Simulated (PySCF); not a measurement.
**Pb: excitation energy**

Pb [Xe] 4f14 5d10 6s2 6p2 (3P) → Pb [Xe] 4f14 5d10 6s1 6p3 (5S), as a difference of total energies. Computed with PySCF 2.14 in aug-cc-pwCVTZ-DK3 with one added diffuse shell each of s, d, f type (12s10p9d6f1g, 138 functions), with scalar relativity by spin-free X2C-1e. The calculations carry no spin-orbit coupling.

```json
{"method": "UHF", "excitation energy (eV)": "4.673"}
{"method": "r2SCANh", "excitation energy (eV)": "6.327"}
{"method": "BLYP", "excitation energy (eV)": "7.331"}
```

Spin-orbit coupling is strong in these open shells (close to jj coupling). The scalar numbers leave it out and a first-order estimate fails, so it can dominate the gap to the real levels.
